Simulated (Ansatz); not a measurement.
Ansatz (a quantum-chemistry and plane-wave program) input (CCSD(T)/aug-cc-pV(D+d)Z):
A basis named .json is the Basis Set Exchange file of that set.

Ansatz 0.2 input:
```yaml
crystal:
  periodic: [false, false, false]
  atoms:
    - {symbol: B, position_ang: [-0.32634591, -0.11691571, -0.11947520]}
    - {symbol: Cl, position_ang: [0.15642869, 1.52037166, -0.52898656]}
    - {symbol: Cl, position_ang: [0.64753161, -1.23234724, 0.82331634]}
    - {symbol: O, position_ang: [-1.50444945, -0.53897957, -0.55077877]}
basis:
  gaussian:
    orbitals: aug-cc-pV_D+d_Z.json
magnetization: {spin_polarized: true, initial_magnetization: 1}
correlation: {method: ccsd_t, electrons: outside_noble_gas}
output: {forces: true}
```

Output:

```
Functional definition: HF
integrals: 0.27 GiB planned
1049 factors; integrals over basis functions are off by at most 4.1e-4 eV
0.59 GiB of device memory are held for the factors and their scratch space
mean field: 0.57 GiB planned
mean field evaluation 1: about -27711.3991 eV, gradient 3.2e1 eV
mean field evaluation 2: about -27711.4117 eV, gradient 3.2e1 eV
mean field evaluation 4: about -27717.7168 eV, gradient 7.9e0 eV
mean field evaluation 8: about -27719.3197 eV, gradient 5.0e-1 eV
mean field evaluation 16: about -27719.3230 eV, gradient 1.3e-6 eV
mean field evaluation 32: about -27719.3129 eV, gradient 9.6e-1 eV
mean field evaluation 64: about -27718.4045 eV, gradient 1.2e-1 eV
mean field evaluation 96: about -27718.4046 eV, gradient 1.0e-1 eV
mean field evaluation 128: about -27719.3230 eV, gradient 2.1e-2 eV
mean field evaluation 160: about -27716.0808 eV, gradient 1.3e-1 eV
mean field evaluation 192: about -27719.3230 eV, gradient 5.6e-3 eV
mean field -27719.32304165 eV, -1018.6663329485 hartree, gradient 1.3e-6 eV, S^2 0.760260; 6 other end points of the search recorded, 0 dependent functions left out
determinant -27719.32304165 eV, -1018.6663329485 hartree, with singles and doubles -27734.65875777 eV, -1019.2299101211 hartree
determinant -27718.40480910 eV, -1018.6325885249 hartree, with singles and doubles -27733.65278234 eV, -1019.1929412060 hartree
determinant -27716.08116308 eV, -1018.5471961088 hartree, with singles and doubles -27731.71900547 eV, -1019.1218762168 hartree
12 core orbitals not correlated
reference -27719.32304165 eV, -1018.6663329485 hartree; 12, 11 occupied and 86, 87 virtual orbitals, 1049 factors
densities: 4.49 GiB planned
second order -14.26024554 eV of doubles, -0.00000000 eV of singles
coupled cluster: 2.19 GiB planned
cycle   1  -15.32626522 eV  change   -3.4e-1 eV  update   2.7e-2
cycle   2  -15.35843170 eV  change   -3.2e-2 eV  update   7.5e-3
cycle   3  -15.36355833 eV  change   -5.1e-3 eV  update   4.0e-3
cycle   4  -15.36613065 eV  change   -2.6e-3 eV  update   2.0e-3
cycle   5  -15.36742690 eV  change   -1.3e-3 eV  update   1.2e-3
cycle   6  -15.36872093 eV  change   -1.3e-3 eV  update   6.3e-4
cycle   7  -15.36889259 eV  change   -1.7e-4 eV  update   2.7e-4
cycle   8  -15.36888089 eV  change    1.2e-5 eV  update   1.3e-4
cycle   9  -15.36883782 eV  change    4.3e-5 eV  update   5.9e-5
cycle  10  -15.36881436 eV  change    2.3e-5 eV  update   3.0e-5
cycle  11  -15.36880244 eV  change    1.2e-5 eV  update   1.3e-5
cycle  12  -15.36879597 eV  change    6.5e-6 eV  update   5.6e-6
cycle  13  -15.36879453 eV  change    1.4e-6 eV  update   2.1e-6
cycle  14  -15.36879420 eV  change    3.3e-7 eV  update   7.2e-7
cycle  15  -15.36879415 eV  change    4.8e-8 eV  update   2.8e-7
perturbative correction -0.51698886 eV, -0.0189989900 hartree
the calculation of the forces begins
0.24 GiB of device memory are held for the factors and their scratch space
Total energy: -27735.20882465 eV, -1019.2501247063 hartree
Atom 0 at    -0.326346    -0.116916    -0.119475 Å, force     0.998275     0.357639     0.365468 eV/Å
Atom 1 at     0.156429     1.520372    -0.528987 Å, force     0.070147     0.224770    -0.054246 eV/Å
Atom 2 at     0.647532    -1.232347     0.823316 Å, force     0.137101    -0.150521     0.130120 eV/Å
Atom 3 at    -1.504449    -0.538980    -0.550779 Å, force    -1.205523    -0.431887    -0.441342 eV/Å
Dipole moment:     0.093180     0.033382     0.034113 e Å
```

It need not be the lowest isomer of its formula.
